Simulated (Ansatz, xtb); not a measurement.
Isomers of AlHN2Si in order of energy

6 gas-phase structures of AlHN2Si, found in a search over its isomers (lower ones may exist). Each was relaxed with GFN2-xTB:

A. `[AlH]1[N]2[Si][N]12`, a triplet
B. `N=[Si]=[N][Al]`, a singlet
C. a singlet given by its coordinates
D. a singlet given by its coordinates
E. `N#[Si][NH][Al]`, a singlet
F. `[N]1=[Si]2[NH][Al]12`, a singlet

C (Å):

```xyz
5

Al   -0.4303   -0.2371   -0.5358
N     0.5334   -0.8473    0.8260
N    -1.3528    0.3177   -1.8569
Si    1.4086   -1.4354    2.0494
H    -1.5042    1.3250   -1.8021
```

Close contacts (Å): Al1–N2 1.78, Al1–N3 1.70, N2–Si4 1.62, N3–H5 1.02.

D (Å):

```xyz
5

Al   -0.4584   -0.4537    1.8935
N     1.1879   -0.6157    1.3119
N    -0.0714   -1.7208    0.7451
Si    1.5481   -1.8621    0.1809
H    -1.4750    0.2613    2.7585
```

Close contacts (Å): Al1–N2 1.75, Al1–N3 1.75, N2–Si4 1.72, N3–Si4 1.72, Al1–H5 1.51.

Task: Make a reasoned guess at their ranking by r2SCAN-D4/def2-SVP single-point energy.

Result: Calculated order at r2SCAN-D4/def2-SVP: F (0.000), C (0.194), B (0.268), E (1.648), D (1.801), A (2.167) eV.

Energies above the lowest of each column, in eV; the last columns are at B3LYP-D3(BJ)/def2-SVP geometries and were run for some of them only (a dash: not run or not comparable):

```json
{"structure": "F", "GFN2-xTB": "1.086", "HF/STO-3G": "0.834", "r2SCAN-D4/def2-SVP": "0.000", "B3LYP-D3(BJ)/def2-SVP": "0.180", "CCSD(T)/def2-TZVPP": "0.000"}
{"structure": "C", "GFN2-xTB": "0.000", "HF/STO-3G": "1.233", "r2SCAN-D4/def2-SVP": "0.194", "B3LYP-D3(BJ)/def2-SVP": "0.000", "CCSD(T)/def2-TZVPP": "0.062"}
{"structure": "B", "GFN2-xTB": "0.162", "HF/STO-3G": "2.823", "r2SCAN-D4/def2-SVP": "0.268", "B3LYP-D3(BJ)/def2-SVP": "0.170", "CCSD(T)/def2-TZVPP": "0.219"}
{"structure": "E", "GFN2-xTB": "1.089", "HF/STO-3G": "2.622", "r2SCAN-D4/def2-SVP": "1.648", "B3LYP-D3(BJ)/def2-SVP": "–", "CCSD(T)/def2-TZVPP": "–"}
{"structure": "D", "GFN2-xTB": "1.505", "HF/STO-3G": "0.732", "r2SCAN-D4/def2-SVP": "1.801", "B3LYP-D3(BJ)/def2-SVP": "–", "CCSD(T)/def2-TZVPP": "–"}
{"structure": "A", "GFN2-xTB": "–", "HF/STO-3G": "0.000", "r2SCAN-D4/def2-SVP": "2.167", "B3LYP-D3(BJ)/def2-SVP": "–", "CCSD(T)/def2-TZVPP": "–"}
```

CCSD(T)/def2-TZVPP puts F lowest of those it was run on; GFN2-xTB picks C, HF/STO-3G picks A, B3LYP-D3(BJ)/def2-SVP picks C. Some further structures that were screened fall inside this span and aren't listed. Frequencies (B3LYP-D3(BJ)/def2-SVP) were run for B, C, F alone. GFN2-xTB has no spin polarisation and isn't compared across spin states. Open shells are spin-unrestricted. Large T1 diagnostics make some coupled-cluster values less sure.

Over these structures GFN2-xTB departs from r2SCAN-D4/def2-SVP by 0.440 eV on average once a common shift is removed. A GFN2-xTB relaxation took about 0.41 s and the r2SCAN-D4/def2-SVP energy about 3.9 s on a shared host (Ansatz 0.2.0, xtb 6.7.1).
